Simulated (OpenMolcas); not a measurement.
**Levels of Ba+ by method**

```json
{
 "Program": "OpenMolcas",
 "Basis": "ANO-RCC-VDZ [7s6p2d]",
 "Scalar Hamiltonian": "DKH3, point nucleus",
 "Active space": "1 electron in 8 orbitals (6s 6p 7s 7p)",
 "State averaging": "2S+1 = 2 even, 1 root; 2S+1 = 2 odd, 3 roots",
 "Spin-orbit coupling": "RASSI with atomic mean-field integrals over the reference wave functions, term energies averaged over their components"
}
```

Methods on the same reference wave functions:
A. CASSCF
B. SS-CASPT2, IPEA 0.25 Eh, imaginary shift 0.1 Eh (closed shells correlated: 5s 5p)

Energies in cm⁻¹ above 6s ²S_1/2, the measured ground level; measured values from NIST Handbook of Basic Atomic Spectroscopic Data.

| Level | A | B | Measured |
| --- | --- | --- | --- |
| 6s ²S_1/2 | 0.0 | 0.0 | 0.0 |
| 6p ²P°_1/2 | 19464 | 19505 | 20262 |
| 6p ²P°_3/2 | 20643 | 20684 | 21952 |

Deviations, from unrounded energies. A percentage is the sum of absolute deviations over the sum of measured energies, with the sign that they share, or ± where signs differ.

```tsv
Against measurement	Levels	A	B
mean absolute deviation (cm-1)	2	1100	1000
other configurations (%)	2	-5.0	-4.8
```

A, B lie about equally close to measurement. The largest miss of B in the table is 6p ²P°_3/2, by -1300 cm-1. The ranking rests on the paired levels alone, and a cruder setting can come out closer through cancelling errors.

The lowest spin-free term lies below A's lowest term by 0.007 hartree in B.

With one active electron outside closed inactive shells, the extra shells (7p 7s) add no correlation to the reference. ANO sets are built for ground and valence states and can reach diffuse excited orbitals poorly. With one active electron the reference holds no correlation, so core polarisation is missing (holds for A). With one active electron, CASPT2 adds the correlation within the correlated inactive shells and between them and that electron, and leaves the splitting within a term as the reference gives it (holds for B). Measured partners are found by configuration, term and J. A level has none where our copy of the source lacks it or the pairing is in doubt (some pairs that miss far off the trend of their configuration count as doubtful), and it then counts in no deviation. Only configurations of the active space appear.

° marks odd parity.
